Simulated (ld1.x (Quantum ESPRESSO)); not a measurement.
**magnesium, TM: configuration errors across variants**

ld1.x (Quantum ESPRESSO) 7.5 input, shortened:

```
&input
   title='Mg', zed=12., rel=1, dft='PBE', iswitch=3,
   config='[Ne] 3s2 3p0 3d-2'
 /
 &inputp
   pseudotype=2, tm=.true., lloc=2,
   nlcc=.true., new_core_ps=.true.
 /
3
3S  1  0   2.00   0.00  2.35  2.35  0.0
3P  2  1   0.00   0.00  2.70  2.70  0.0
3D  3  2  -2.00   0.05  2.65  2.65  0.0
 &test
   configts(1)='3s2 3p0'
 /
```

All-electron excitation energies from the reference (eV): (1) 3s1 3p0 7.960; (2) 3s1.5 3p0 3.144; (3) 3s1 3p1 3.491; (4) 3s0 3p2 7.183; (5) 3s0 3p1 12.328.

The default core radius of the base comes out at 1.57 bohr.

2 further variants failed, have other tests or another functional or relativity, and are left out.

A true bound ghost makes a file unfit for plane-wave use even where its test errors are small: the radial tests pick states by their node count and pass the ghost by.

Errors AE − PS in meV (a dash: test not solved or not reliable):

| change | (1) | (2) | (3) | (4) | (5) | bound ghosts |
| --- | --- | --- | --- | --- | --- | --- |
| base | +2.6 | +0.7 | -1.6 | -8.7 | -4.0 | none |
| wave 3d channel at 0.05 Ry: rc 2.65 bohr becomes 3d channel at 3.4 Ry: rc 2.65 bohr | – | – | – | – | – | s, p |
| wave 3s (bound): rc 2.35 bohr becomes 3s (bound): rc 2.62 bohr | +1.8 | +0.6 | -3.0 | -16 | -12 | none |
| wave 3d channel at 0.05 Ry: rc 2.65 bohr becomes 3d channel at 0.05 Ry: rc 3.36 bohr | +2.8 | +0.7 | -1.5 | -9.0 | -5.3 | none |
| wave 3p (bound): rc 2.70 bohr becomes 3p (bound): rc 3.48 bohr | +2.6 | +0.7 | -1.0 | -5.7 | -0.7 | none |
| core correction Bessel-smoothed model core inside 1.28 bohr | +2.0 | +0.6 | -2.0 | -11 | -6.7 | none |
| type ultrasoft; waves now 3s (bound): rcut 2.05, rcutus 2.35 bohr; 3s channel at 0.65 Ry: rcut 2.05, rcutus 2.35 bohr; 3p (bound): rcut 2.35, rcutus 2.70 bohr; 3p channel at 0.65 Ry: rcut 2.35, rcutus 2.70 bohr; 3d channel at 0.05 Ry: rcut 2.30, rcutus 2.65 bohr; 3d channel at 2.9 Ry: rcut 2.30, rcutus 2.65 bohr; local potential all-electron potential smoothed inside 2.65 bohr (lloc = -2); augmentation PSQ, inside the norm-conserving radii | -2.1 | -0.4 | -0.9 | -3.6 | -7.1 | none |
| local potential all-electron potential smoothed inside 2.20 bohr (lloc = -1) | +1.7 | +0.5 | -1.8 | -9.1 | -4.8 | none |

(1) Give the same row for: type ultrasoft; waves now 3s (bound): rcut 2.05, rcutus 2.35 bohr; 3s channel at 2.85 Ry: rcut 2.05, rcutus 2.35 bohr; 3p (bound): rcut 2.35, rcutus 2.70 bohr; 3p channel at 3.05 Ry: rcut 2.35, rcutus 2.70 bohr; 3d channel at 0.05 Ry: rcut 2.30, rcutus 2.65 bohr; local potential all-electron potential smoothed inside 2.05 bohr (lloc = -1); augmentation PSQ, inside the norm-conserving radii.

Results:

(1) -1.5, -0.3, -0.7, -3.3, -6.2; bound ghosts: none.
